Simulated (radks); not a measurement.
The mean radii <r> (bohr) of the occupied orbitals of an atom or ion are listed with their occupations. Method: non-relativistic Kohn-Sham, SCAN, spin-unpolarised, spherical densities, point nucleus; meta-GGA in the generalised Kohn-Sham scheme; computed with a radial shooting solver on a logarithmic mesh with Libxc functionals.

orbital  occ.      <r>
1s          2  0.05484
2s          2   0.2476
2p          6   0.2162
3s          2   0.7195
3p          4   0.7352
3d          6   0.7651
4d          2    2.479

Name the element and its charge.

Answer. Z = 28, nickel, charge +4: Ni4+ in [Ne] 3s2 3p4 3d6 4d2. The 1s radius gives Z: for a bare nucleus <r> = 1.5/Z, 0.05357 bohr for Z = 28, and screening makes it slightly larger (0.05484 here). The occupations add up to 24, and the charge is Z minus that.
